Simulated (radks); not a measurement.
Task: Ar, 18 electrons, occupied as [Ar] (the NIST ground configuration). Calculated with a radial shooting solver on a logarithmic mesh with Libxc functionals: non-relativistic Kohn-Sham, LDA (Slater exchange, Perdew-Wang correlation), spin-unpolarised, spherical densities, point nucleus. Some entries of the table are withheld. Estimate them.

| orbital | occ. | eigenvalue (eV) | <1/r> (bohr^-1) | r(max) (bohr) |
|---|---|---|---|---|
| 1s | 2 | -3096.659 | 17.50 | 0.05668 |
| 2s | 2 | -293.7200 | 3.512 | 0.3416 |
| 2p | 6 | -229.7534 | (1) | 0.2814 |
| 3s | 2 | (2) | (3) | 1.178 |
| 3p | 6 | -10.4008 | 0.8303 | 1.288 |
| 4s | 0 | -0.2598 | 0.1847 | (4) |

Result: 
(1) 2p <1/r> (bohr^-1): 3.439
(2) 3s eigenvalue (eV): -24.0344
(3) 3s <1/r> (bohr^-1): 0.9862
(4) 4s r(max) (bohr): 4.971
